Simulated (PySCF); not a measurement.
A structure optimised at PBE0-D3(BJ)/def2-SVP, used in a PySCF frequency run:

```xyz
13

C     -1.7374    -0.4556     0.6184
C     -0.6892     0.4766     0.0306
O     -0.8440     0.6427    -1.3745
B      0.7940    -0.0626     0.2266
O      1.5775    -0.2388    -0.8656
O      1.2523    -0.3425     1.4736
H     -1.5669    -0.5998     1.6956
H     -1.7002    -1.4421     0.1302
H     -2.7576    -0.0543     0.4900
H     -0.7622     1.4588     0.5436
H     -1.7254     0.9798    -1.5634
H      1.0527     0.0126    -1.6421
H      2.1620    -0.6597     1.4516
```

### Question
Write its SMILES and formula.

### Answer
C[C@H](O)B(O)O, C2H7BO3

### Question
What are its rotational constants (standard atomic weights)?

### Answer
4.7764, 3.0350, 2.0289 GHz
